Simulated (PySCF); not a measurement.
A structure optimised at B3LYP-D3(BJ)/def2-TZVPD, used in a PySCF frequency run:

```
Cs
I 1 3.3804
```

### Question
Write its SMILES, formula and point group.

### Answer
[I][Cs], CsI, C∞v

### Question
What are its rotational constants (standard atomic weights)?

### Answer
0.68128 GHz (linear rotor, B only)
